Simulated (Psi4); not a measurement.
Pair of molecules: CH4 (SMILES C) (first 5 atoms) with CO2 (SMILES O=C=O); geometry from B3LYP-D3(BJ)/def2-TZVP.
(charge 0, multiplicity 1):
```xyz
8

C      0.032     0.029    -0.077
H     -0.977    -0.287     0.184
H      0.263     0.970     0.421
H      0.742    -0.737     0.232
H      0.099     0.168    -1.155
O      0.177     1.086     3.404
C     -0.053    -0.048     3.331
O     -0.283    -1.182     3.260
```

The numbers are results of SAPT0/jun-cc-pV(D+d)Z in Psi4 1.11, not measurements.

Task: Give the four SAPT terms and the total, and say what mostly holds the pair together.

Result: electrostatics -0.53, exchange 1.08, induction -0.10, dispersion -0.85, total -0.40 kcal/mol; the largest attraction is dispersion.
